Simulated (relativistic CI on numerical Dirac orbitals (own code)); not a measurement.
# Crystal-field levels of Rh²⁺, 4d7

Calculated by Dirac-Coulomb-Breit CI, KLI orbitals optimised for each configuration, model QED, one configuration in a parametric crystal field, unscaled Slater integrals (own radial code). With so little scaling, terms lie 10 to 35 % too far apart, which can change the order of excited levels.

Field parameters in Wybourne normalisation: D3d B²₀ = −7Dσ, B⁴₀ = −14Dq − 21Dτ, B⁴₃ = −14√(10/7) Dq. The field is a parameter set, without covalency.

S is read from ⟨S²⟩ = S(S + 1).

Levels (cm⁻¹, degeneracy): 0 (2), 345 (2), 759 (2), 1423 (2), 2225 (2), 3253 (2), 3937 (2), 4068 (2), 16251 (2), 16282 (2), 17408 (2), 17677 (2).

(1) Which field gives this pattern?
A. D3d, 10Dq = 19550, Dσ = -760, Dτ = -370 cm⁻¹
B. D3d, 10Dq = 19550, Dσ = 550, Dτ = -370 cm⁻¹
C. D3d, 10Dq = 19550, Dσ = 1200, Dτ = -370 cm⁻¹
D. D3d, 10Dq = 19550, Dσ = -330, Dτ = -370 cm⁻¹

Results:

(1) C. D3d, 10Dq = 19550, Dσ = 1200, Dτ = -370 cm⁻¹, ground level with S = 0.92.
